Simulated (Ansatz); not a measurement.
Isolated molecules relaxed with PBE0-D4/def2-TZVP in Ansatz; ΔE leaves out vibrations. CCSD(T)/CBS is the MP2 limit (def2-TZVPP, def2-QZVPP) plus CCSD(T) − MP2 in def2-TZVPP, frozen cores. This one scheme is used for every species. Functionals use def2-TZVPP. Each species was taken in one conformer, which may not be the lowest.

Consider the formal exchange of groups at the Si–Si bond: `BN([SiH2][SiH3])[Si](C)(C)C` + CH₄ → `BN([SiH2]C)[Si](C)(C)C` + SiH₄.

CCSD(T)/CBS gives -2.0 kJ/mol.

(1) Another level gave +6.1 kJ/mol. Which?
A. CAM-B3LYP-D4/def2-TZVPP
B. r2SCAN0-D4/def2-TZVPP
C. LDA (SPW92)/def2-TZVPP
D. SCS-MP2/def2-TZVPP

Largest T1 diagnostic among the species: 0.012.

## Answers

(1) C. LDA (SPW92) 6.1, CAM-B3LYP-D4 -3.3, r2SCAN0-D4 0.8, SCS-MP2/def2-TZVPP -8.6 kJ/mol.

From BLYP to BHLYP (50 % exact exchange), in def2-TZVPP and without D4, ΔE moves by −7.8 kJ/mol. In def2-TZVPP, CCSD(T) changes the Hartree–Fock value by +9.6 kJ/mol (the triples alone add +1.7 kJ/mol) and MP2 by +4.9 kJ/mol.

CCSD(T)/CBS has its own doubt, a few kJ/mol and more with outer-core shells, so smaller differences from it don't rank the levels.
